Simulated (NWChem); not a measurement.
System: borohydride (BH₄ anion); SMILES [BH4-]

The following NWChem deck was run.

```
start job
memory heap 200 mb stack 900 mb global 1100 mb
charge -1
geometry units angstroms noautosym nocenter noautoz
  B      0.000129    -0.000163     0.000108
  H     -0.811695    -0.819433    -0.472257
  H      0.155382    -0.224274     1.215909
  H     -0.437253     1.156152    -0.156201
  H      1.093453    -0.112350    -0.587390
end
basis spherical
  B library pcsseg-2
  H library pcsseg-2
end
dft
  xc xpbe96 cpbe96
  iterations 150
end
property
  shielding 2 1 2
end
task dft property
```

Output (shortened):

```
             Northwest Computational Chemistry Package (NWChem) 7.3.0
             --------------------------------------------------------

                             Geometry "geometry" -> ""
                             -------------------------

 Output coordinates in angstroms (scale by  1.889725989 to convert to a.u.)

  No.       Tag          Charge          X              Y              Z
 ---- ---------------- ---------- -------------- -------------- --------------
    1 B                    5.0000     0.00012900    -0.00016300     0.00010800
    2 H                    1.0000    -0.81169500    -0.81943300    -0.47225700
    3 H                    1.0000     0.15538200    -0.22427400     1.21590900
    4 H                    1.0000    -0.43725300     1.15615200    -0.15620100
    5 H                    1.0000     1.09345300    -0.11235000    -0.58739000

 Effective nuclear repulsion energy (a.u.)      10.0530718872

  pbe96 is a nonlocal functional; adding pw91lda local functional.
                              NWChem Property Module
                              ----------------------

  itol2e modified to match energy
  convergence criterion.

                                 NWChem DFT Module
                                 -----------------

 Summary of "ao basis" -> "ao basis" (spherical)
 ------------------------------------------------------------------------------
       Tag                 Description            Shells   Functions and Types
 ---------------- ------------------------------  ------  ---------------------
 B                          pcsseg-2                12       36   4s5p2d1f
 H                          pcsseg-2                 6       14   3s2p1d

  itol2e modified to match energy
  convergence criterion.

            General Information
            -------------------
          SCF calculation type: DFT
          Wavefunction type:  closed shell.
          No. of atoms     :     5
          No. of electrons :    10
           Alpha electrons :     5
            Beta electrons :     5
          Charge           :    -1
          Spin multiplicity:     1
          Use of symmetry is: off; symmetry adaption is: off
          Maximum number of iterations: 150
          AO basis - number of functions:    92
                     number of shells:    36
          Convergence on energy requested:  1.00D-07
          Convergence on density requested:  1.00D-05
          Convergence on gradient requested:  5.00D-04

              XC Information
              --------------
          PerdewBurkeErnzerhof Exchange Functional  1.000
            Perdew 1991 LDA Correlation Functional  1.000 local
           PerdewBurkeErnz. Correlation Functional  1.000 non-local

             Grid Information
             ----------------
          Grid used for XC integration:  fine
          Radial quadrature: Mura-Knowles
          Angular quadrature: Lebedev.
          Tag              B.-S. Rad. Rad. Pts. Rad. Cut. Ang. Pts.
          ---              ---------- --------- --------- ---------
          B                   0.85       70           8.0       590
          H                   0.35       60           9.0       590
          Grid pruning is: on
          Number of quadrature shells:   310
          Spatial weights used:  Erf1

      Superposition of Atomic Density Guess
      -------------------------------------

 Sum of atomic energies:         -26.53171790

 Renormalizing density from       9.00 to     10

      Non-variational initial energy
      ------------------------------

 Total energy =     -28.819544
 1-e energy   =     -59.845896
 2-e energy   =      20.973280
 HOMO         =      -0.046247
 LUMO         =       0.321527

   convergence    iter        energy       DeltaE   RMS-Dens  Diis-err
 ---------------- ----- ----------------- --------- --------- ---------
 d= 0,ls=0.0,diis     1    -27.1382696077 -3.72D+01  9.80D-03  3.90D-01
 d= 0,ls=0.0,diis     2    -27.0888070653  4.95D-02  5.24D-03  7.20D-01
 d= 0,ls=0.0,diis     3    -27.2068025593 -1.18D-01  3.07D-04  1.99D-03
 d= 0,ls=0.0,diis     4    -27.2071301058 -3.28D-04  2.77D-05  6.14D-06
 d= 0,ls=0.0,diis     5    -27.2071316291 -1.52D-06  6.27D-06  4.16D-07
 d= 0,ls=0.0,diis     6    -27.2071317213 -9.22D-08  5.27D-07  4.32D-09

         Total DFT energy =      -27.207131721300
      One electron energy =      -57.538564602732
           Coulomb energy =       25.905482276844
    Exchange-Corr. energy =       -5.627121282577
 Nuclear repulsion energy =       10.053071887165

 Numeric. integr. density =        9.999999980561

                       DFT Final Molecular Orbital Analysis
                       ------------------------------------

 Vector    3  Occ=2.000000D+00  E=-2.464247D-02
              MO Center=  2.0D-01, -6.2D-02,  7.6D-02, r^2= 2.1D+00
   Bfn.  Coefficient  Atom+Function         Bfn.  Coefficient  Atom+Function
  ----- ------------  ---------------      ----- ------------  ---------------
    80     -0.196589  5 H  s                 52      0.187972  3 H  s
    79     -0.178403  5 H  s                 51      0.170596  3 H  s
    81     -0.160094  5 H  s                 53      0.153083  3 H  s
    13      0.137019  1 B  pz                38      0.115130  2 H  s
    12     -0.106256  1 B  py                66     -0.106535  4 H  s

 Vector    4  Occ=2.000000D+00  E=-2.452060D-02
              MO Center= -2.4D-01, -7.5D-02, -4.8D-02, r^2= 2.1D+00
   Bfn.  Coefficient  Atom+Function         Bfn.  Coefficient  Atom+Function
  ----- ------------  ---------------      ----- ------------  ---------------
    38      0.215063  2 H  s                 37      0.195136  2 H  s
    39      0.175339  2 H  s                 66     -0.163426  4 H  s
    12     -0.153990  1 B  py                65     -0.148302  4 H  s
    52     -0.136024  3 H  s                 67     -0.133149  4 H  s
    13     -0.130244  1 B  pz                51     -0.123433  3 H  s

 Vector    5  Occ=2.000000D+00  E=-2.440924D-02
              MO Center=  4.1D-02,  1.4D-01, -2.8D-02, r^2= 2.1D+00
   Bfn.  Coefficient  Atom+Function         Bfn.  Coefficient  Atom+Function
  ----- ------------  ---------------      ----- ------------  ---------------
    66     -0.189440  4 H  s                 11      0.172793  1 B  px
    65     -0.171880  4 H  s                 80      0.167842  5 H  s
    67     -0.154498  4 H  s                 79      0.152275  5 H  s
    52      0.141790  3 H  s                 81      0.136929  5 H  s
    14      0.130472  1 B  px                51      0.128647  3 H  s

 Vector    6  Occ=0.000000D+00  E= 2.222568D-01
              MO Center=  7.2D-04, -5.9D-04,  7.3D-04, r^2= 7.8D+00
   Bfn.  Coefficient  Atom+Function         Bfn.  Coefficient  Atom+Function
  ----- ------------  ---------------      ----- ------------  ---------------
     4      6.755906  1 B  s                 39     -2.371149  2 H  s
    53     -2.369387  3 H  s                 67     -2.371927  4 H  s
    81     -2.370137  5 H  s                 38      0.234292  2 H  s
    52      0.234016  3 H  s                 66      0.234321  4 H  s
    80      0.234155  5 H  s                  2      0.133653  1 B  s

 Vector    7  Occ=0.000000D+00  E= 2.382992D-01
              MO Center=  1.2D-01, -1.1D-01, -9.6D-01, r^2= 7.8D+00
   Bfn.  Coefficient  Atom+Function         Bfn.  Coefficient  Atom+Function
  ----- ------------  ---------------      ----- ------------  ---------------
    53     -2.301947  3 H  s                 19      2.148553  1 B  pz
    67      1.457865  4 H  s                 17      1.071201  1 B  px
    18     -0.944638  1 B  py                39      0.853800  2 H  s
    16     -0.503228  1 B  pz                52      0.343811  3 H  s
    14     -0.250348  1 B  px                15      0.221359  1 B  py

 Vector    8  Occ=0.000000D+00  E= 2.383035D-01
              MO Center= -6.7D-01, -3.6D-01,  3.7D-01, r^2= 8.1D+00
   Bfn.  Coefficient  Atom+Function         Bfn.  Coefficient  Atom+Function
  ----- ------------  ---------------      ----- ------------  ---------------
    81      2.161594  5 H  s                 17     -1.664530  1 B  px
    67     -1.597837  4 H  s                 19      1.429722  1 B  pz
    18      1.357865  1 B  py                53     -0.903632  3 H  s
    14      0.389647  1 B  px                16     -0.335028  1 B  pz
    39      0.334581  2 H  s                 80     -0.322743  5 H  s

     Multipole analysis of the density
     ---------------------------------

     L   x y z        total         alpha         beta         nuclear
     -   - - -        -----         -----         ----         -------
     0   0 0 0     -1.000000     -5.000000     -5.000000      9.000000

     1   1 0 0     -0.000007     -0.000506     -0.000506      0.001005
     1   0 1 0      0.000243      0.000802      0.000802     -0.001361
     1   0 0 1      0.000154     -0.000491     -0.000491      0.001136

     2   2 0 0    -11.912370     -9.651919     -9.651919      7.391468
     2   1 1 0      0.000227     -0.003281     -0.003281      0.006789
     2   1 0 1     -0.000543      0.002809      0.002809     -0.006160
     2   0 2 0    -11.911761     -9.653859     -9.653859      7.395958
     2   0 1 1     -0.000461      0.000328      0.000328     -0.001117
     2   0 0 2    -11.910919     -9.653095     -9.653095      7.395271

          -----------------------------------------
          Chemical Shielding Tensors (GIAO, in ppm)
          -----------------------------------------

                                NWChem CPHF Module
                                ------------------

  scftype          =     RHF
  nclosed          =        5
  nopen            =        0
  variables        =      435
  # of vectors     =        3
  tolerance        = 0.10D-03
  level shift      = 0.00D+00
  max iterations   =       50
  max subspace     =       30

 SCF residual:    2.7207249453669917E-006

Iterative solution of linear equations
  No. of variables      435
  No. of equations        3
  Maximum subspace       30
        Iterations       50
       Convergence  1.0D-04

   iter   nsub   residual    time
   ----  ------  --------  ---------
     1      3    9.25D-07      22.5

      Atom:    1  B
        Diamagnetic
    187.4956     -0.0003      0.0000
     -0.0003    187.4952     -0.0003
      0.0000     -0.0003    187.4968

        Paramagnetic
    -35.7531     -0.0165      0.0269
     -0.0165    -35.8198      0.0175
      0.0269      0.0175    -35.7929

        Total Shielding Tensor
    151.7425     -0.0168      0.0270
     -0.0168    151.6754      0.0172
      0.0270      0.0172    151.7040

           isotropic =     151.7073
          anisotropy =       0.0746

          Principal Components and Axis System
                 1           2           3
              151.7571    151.7066    151.6583

      1         0.8998     -0.2971      0.3196
      2        -0.0957      0.5801      0.8089
      3         0.4257      0.7584     -0.4935

      Atom:    2  H
        Diamagnetic
     30.6411      2.8595      1.6498
      2.8595     30.6914      1.6645
      1.6498      1.6645     28.7684

        Paramagnetic
      1.3383     -1.3469     -0.7760
     -1.3469      1.3084     -0.7839
     -0.7760     -0.7839      2.2216

        Total Shielding Tensor
     31.9794      1.5126      0.8738
      1.5126     31.9998      0.8806
      0.8738      0.8806     30.9901

           isotropic =      31.6564
          anisotropy =       3.5327

          Principal Components and Axis System
                 1           2           3
               34.0116     30.4808     30.4769

      1         0.6519     -0.3709      0.6614
      2         0.6564     -0.1609     -0.7371
      3         0.3798      0.9146      0.1386
```

Level: PBE/pcSseg-2, GIAO. Sets without diffuse functions describe the anion's extra electron poorly. Geometry: optimised at B3LYP/def2-SVPD. The printed shielding anisotropy is the first printed principal value minus the mean of the other two.
